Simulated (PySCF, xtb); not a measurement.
C₄H₃F₃O, SMILES FC1=CCC(F)(F)O1.

GFN2-xTB in xtb at its own geometry gives an orbital gap of 5.13 eV and a dipole moment of 3.79 D.

Geometry: PBE0-D3(BJ)/def2-SVP. This is a generated structure with no PubChem entry under its InChIKey; it may be hypothetical. One conformer was computed; it need not be the lowest.

### Question
What does PBE/def2-TZVP (PySCF) give? (The exact figures need the calculation; the answer reports its results.)

### Answer
gap 5.42 eV (levels -5.89 and -0.47 eV), dipole 2.33 D.
